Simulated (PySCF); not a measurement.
CHCl₂, SMILES [CH](Cl)Cl (connectivity only; charge and spin as stated), charge +1, multiplicity 1. Atoms are numbered in the order given.

```xyz
4

Cl     0.0000    -1.4326     0.1569
C      0.0000     0.0000    -0.6062
Cl     0.0000     1.4326     0.1569
H      0.0000     0.0000    -1.6977
```
Charge +1, spin multiplicity 1.

The structure is a stationary point at r2SCAN-D4/def2-TZVP. The spin state was assumed, not searched. The isomer is the one that the SMILES or the coordinates give; other isomers of the formula were not compared.

Two levels are set side by side: PBE/pcSseg-2 (PySCF) and B3LYP/pcSseg-2 (PySCF). GIAO shifts against HCl (³⁵Cl), TMS (¹H), TMS (¹³C) at the same level; non-relativistic, no solvent, atoms listed together averaged. Without spin–orbit terms, shifts of atoms bonded to Cl or Br come out too high at both levels. Differences are taken from unrounded values.

```csv
quantity,PBE
"δ(³⁵Cl) of Cl1, Cl3 (ppm)",1001.9
δ(¹³C) of C2 (ppm),273.7
δ(¹H) of H4 (ppm),11.31
```

Task: These are the PBE values. What does B3LYP give? (An estimate is asked for; the answer gives what the named calculation found.)

Result: 
```tsv
quantity	B3LYP	PBE minus B3LYP
δ(³⁵Cl) of Cl1, Cl3 (ppm)	965.9	36.0
δ(¹³C) of C2 (ppm)	287.5	-13.8
δ(¹H) of H4 (ppm)	11.57	-0.26
```

Rough cost on one machine, each run with all the roots and properties that it gave: B3LYP against PBE within a factor of 2.
